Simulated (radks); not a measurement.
Fractional charge and spin in the 6s shell of lead: the spin-up occupation runs from 0 to 1 and the spin-down occupation from 0 to 1; the fullest corner is Pb+, [Xe] 4f14 5d10 6p(up 0.5, down 0.5) 6s(up 1, down 1). Calculated with a radial shooting solver on a logarithmic mesh with Libxc functionals: scalar-relativistic Kohn-Sham, PBE, spin-polarised, spherical densities, point nucleus. Energy (eV) minus the two flat planes that join the four corners (they meet along the diagonal where the two added fractions sum to one electron); zero is where a piecewise linear energy would lie.

| down \ up | 0 | 0.25 | 0.5 | 0.75 | 1 |
|---|---|---|---|---|---|
| 0 | 0.000 | -0.899 | -1.194 | -0.892 | 0.000 |
| 0.25 | -0.899 | -1.136 | -0.778 | 0.166 | -0.838 |
| 0.5 | -1.194 | -0.778 | 0.222 | -0.730 | -1.111 |
| 0.75 | -0.892 | 0.166 | -0.730 | -1.058 | -0.829 |
| 1 | 0.000 | -0.838 | -1.111 | -0.829 | 0.000 |

Corners above the fullest one (they belong to Pb2+ and the next ion): (up 1, down 0) 23.615 eV, (up 0, down 1) 23.615 eV, (up 0, down 0) 57.349 eV. With half an added electron in each spin the energy lies 0.222 eV from the planes, and with half an added electron in spin up alone -1.194 eV. The planes are only a guide here: the flat-plane condition holds for ground states with one frontier orbital, while this shell lies below other occupied shells, so the corners above the fullest one are inner-hole states and not the ground states of those ions.
